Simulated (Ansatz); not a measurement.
Reaction (redistribution): `[CH3][GaH][CH2]O` + `C#CS[SiH3]` → `C#[C][GaH][CH3]` + `OCS[SiH3]`

Calculated with Ansatz (gas phase, PBE0-D4/def2-TZVP geometries, no zero-point term in ΔE). CBS: MP2 limit from def2 TZ/QZ plus the TZ coupled-cluster correction, frozen cores. DFT in def2-TZVPP. For Ga outer-core shells are correlated without core-valence functions, which leaves a few kJ/mol of doubt a bond. Scalar relativity is left out up to krypton. Each species was taken in one conformer, which may not be the lowest.

| level | ΔE (kcal/mol) |
| --- | --- |
| r2SCANh-D4 | -16.3 |
| MP2/CBS(def2) | -16.7 |

**Question.** What does CCSD(T)/CBS give? (Estimate.)

**Answer.** Ansatz gave: -17.5 kcal/mol. The listed levels differ from it by 1.2, 0.8 kcal/mol.

Largest T1 diagnostic among the species: 0.013.

From PBE to PBE0 (25 % exact exchange), in def2-TZVPP and without D4, ΔE moves by −1.3 kcal/mol. Leaving LDA and LC-ωPBE aside and taking each functional with its dispersion term where it has one, the values, not all of them listed here, spread over 3.0 kcal/mol, from BHLYP-D4 to PBE-D4. LDA lies +0.9 kcal/mol from PBE without D4. In def2-TZVPP, CCSD(T) changes the Hartree–Fock value by +2.7 kcal/mol (the triples alone add +0.1 kcal/mol) and MP2 by +3.5 kcal/mol.
